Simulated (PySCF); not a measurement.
Al(H)(OH)(PH2) (AlH4OP), SMILES [OH][AlH][PH2]. Geometry optimised at PBE0-D3(BJ)/def2-TZVP. Other conformers were not sampled.

Computed equilibrium geometry at PBE0-D3(BJ)/def2-TZVP (PySCF confirms it by a frequency run) as bond lengths and angles (one conformer of several):
Atoms: Al1 H2 O3 H4 P5 H6 H7. Bonded distances (Å): Al1–H2 1.586, Al1–O3 1.697, Al1–P5 2.317, O3–H4 0.956, P5–H6 1.421, P5–H7 1.422. Angles (°): H2–Al1–O3 120.1, H2–Al1–P5 123.6, O3–Al1–P5 116.1, Al1–O3–H4 123.2, Al1–P5–H6 92.3, Al1–P5–H7 92.0, H6–P5–H7 94.3.
